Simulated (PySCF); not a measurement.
B(H)(Me)(OMe) (C₂H₇BO), SMILES CBOC. Geometry optimised at PBE0-D3(BJ)/def2-SVP. Other conformers were not sampled.

Computed equilibrium geometry at PBE0-D3(BJ)/def2-SVP (PySCF confirms it by a frequency run) as bond lengths and angles, and its point group (one conformer of several):
point group Cs.
Atoms: B1 H2 C3 H4 H5 H6 O7 C8 H9 H10 H11. Bonds (Å): B1–H2 1.221, B1–C3 1.565, B1–O7 1.347, C3–H4 1.104, C3–H5 1.104, C3–H6 1.099, O7–C8 1.403, C8–H9 1.101, C8–H10 1.101, C8–H11 1.103. Angles (°): H2–B1–C3 121.9, H2–B1–O7 118.3, C3–B1–O7 119.8, B1–C3–H4 110.0, B1–C3–H5 110.0, B1–C3–H6 113.3, H4–C3–H5 105.5, H4–C3–H6 108.9, H5–C3–H6 108.9, B1–O7–C8 123.2, O7–C8–H9 109.5, O7–C8–H10 109.5, O7–C8–H11 111.7, H9–C8–H10 108.1, H9–C8–H11 109.0, H10–C8–H11 109.0.
